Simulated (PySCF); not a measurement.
Molfile (atoms numbered from 1):
```
C7H11PS
     RDKit          3D

 20 20  0  0  0  0  0  0  0  0999 V2000
   -2.9148    0.3440   -1.4490 C   0  0  0  0  0  0  0  0  0  0  0  0
   -2.3182    0.4003   -0.2503 C   0  0  0  0  0  0  0  0  0  0  0  0
   -0.9749   -0.0750    0.0510 C   0  0  0  0  0  0  0  0  0  0  0  0
   -0.4358   -0.0140    1.2895 C   0  0  0  0  0  0  0  0  0  0  0  0
    0.9475   -0.5526    1.4723 C   0  0  0  0  0  0  0  0  0  0  0  0
    1.5940   -0.6899   -0.2562 P   0  0  1  0  0  5  0  0  0  0  0  0
    2.2343    0.9770   -0.6150 C   0  0  0  0  0  0  0  0  0  0  0  0
    2.8094   -2.1420   -0.6935 S   0  0  0  0  0  0  0  0  0  0  0  0
   -0.0928   -0.6864   -1.0071 C   0  0  0  0  0  0  0  0  0  0  0  0
   -2.4162   -0.0877   -2.3206 H   0  0  0  0  0  0  0  0  0  0  0  0
   -3.9281    0.7255   -1.5958 H   0  0  0  0  0  0  0  0  0  0  0  0
   -2.8645    0.8333    0.5955 H   0  0  0  0  0  0  0  0  0  0  0  0
   -0.9948    0.3997    2.1356 H   0  0  0  0  0  0  0  0  0  0  0  0
    0.9612   -1.5633    1.9160 H   0  0  0  0  0  0  0  0  0  0  0  0
    1.5966    0.0835    2.0954 H   0  0  0  0  0  0  0  0  0  0  0  0
    2.4661    1.0350   -1.6876 H   0  0  0  0  0  0  0  0  0  0  0  0
    1.5016    1.7509   -0.3411 H   0  0  0  0  0  0  0  0  0  0  0  0
    3.1667    1.1176   -0.0507 H   0  0  0  0  0  0  0  0  0  0  0  0
   -0.3682   -1.7305   -1.2305 H   0  0  0  0  0  0  0  0  0  0  0  0
   -0.0977   -0.1302   -1.9578 H   0  0  0  0  0  0  0  0  0  0  0  0
  1  2  2  0
  2  3  1  0
  3  4  2  0
  4  5  1  0
  5  6  1  0
  6  7  1  6
  6  8  2  0
  6  9  1  0
  9  3  1  0
  1 10  1  0
  1 11  1  0
  2 12  1  0
  4 13  1  0
  5 14  1  0
  5 15  1  0
  7 16  1  0
  7 17  1  0
  7 18  1  0
  9 19  1  0
  9 20  1  0
M  END
```

Geometry: PBE0-D3(BJ)/def2-SVP; GIAO shifts from PySCF 2.14, gas phase, non-relativistic, averaged over equivalent atoms.

At B3LYP/pcSseg-1 (222 basis functions, 69 s wall time on 1 thread of an Arm Neoverse N1, shared host):
| atoms | δ (ppm) |
| --- | --- |
| C3 | 149.5 |
| C2 | 143.7 |
| C4 | 136.4 |
| C1 | 122.8 |
| C5 | 45.5 |
| C9 | 41.3 |
| C7 | 23.0 |
| P6 | 48.5 |
| S8 | -205.7 |
| H12 | 6.43 |
| H13 | 5.73 |
| H11 | 5.33 |
| H10 | 5.26 |
| H14 | 2.65 |
| H15 | 2.41 |
| H19 | 2.35 |
| H20 | 2.33 |
| H16/H17/H18 | 1.38 |

Shifts are taken against calculated references (same method and geometry level): $^{13}$C (σref 179.24) and $^{1}$H (σref 31.38) vs TMS; H3PO4 for $^{31}$P (σref 297.42); $^{33}$S (σref 485.41) vs CS2.

What do these become at PBE0/pcSseg-1?

Results:


```json
{"atoms": "C3", "δ at PBE0/pcSseg-1": "147.8", "change": "-1.7"}
{"atoms": "C2", "δ at PBE0/pcSseg-1": "142.9", "change": "-0.8"}
{"atoms": "C4", "δ at PBE0/pcSseg-1": "136.1", "change": "-0.3"}
{"atoms": "C1", "δ at PBE0/pcSseg-1": "123.8", "change": "+1.0"}
{"atoms": "C5", "δ at PBE0/pcSseg-1": "44.2", "change": "-1.3"}
{"atoms": "C9", "δ at PBE0/pcSseg-1": "40.0", "change": "-1.3"}
{"atoms": "C7", "δ at PBE0/pcSseg-1": "22.4", "change": "-0.6"}
{"atoms": "P6", "δ at PBE0/pcSseg-1": "38.3", "change": "-10.2"}
{"atoms": "S8", "δ at PBE0/pcSseg-1": "-220.7", "change": "-15.0"}
{"atoms": "H12", "δ at PBE0/pcSseg-1": "6.54", "change": "+0.11"}
{"atoms": "H13", "δ at PBE0/pcSseg-1": "5.80", "change": "+0.07"}
{"atoms": "H11", "δ at PBE0/pcSseg-1": "5.48", "change": "+0.15"}
{"atoms": "H10", "δ at PBE0/pcSseg-1": "5.37", "change": "+0.11"}
{"atoms": "H14", "δ at PBE0/pcSseg-1": "2.69", "change": "+0.04"}
{"atoms": "H15", "δ at PBE0/pcSseg-1": "2.43", "change": "+0.02"}
{"atoms": "H19", "δ at PBE0/pcSseg-1": "2.39", "change": "+0.04"}
{"atoms": "H20", "δ at PBE0/pcSseg-1": "2.33", "change": "+0.00"}
{"atoms": "H16/H17/H18", "δ at PBE0/pcSseg-1": "1.39", "change": "+0.01"}
```

Chemical shifts δ = σref − σ; $^{13}$C (184.41 ppm) and $^{1}$H (31.27 ppm) against TMS; H3PO4 for $^{31}$P (310.13 ppm); CS2 for $^{33}$S (495.66 ppm), all at this level.

The largest change is at S8 (sulfur bonded to P). Cost: 222 basis functions, 93 s wall time on 1 thread of an Arm Neoverse N1, shared host. The order of the carbon signals is the same at both levels.

Experimental scales use liquid or dissolved standards, which lie at an offset from isolated H3PO4.
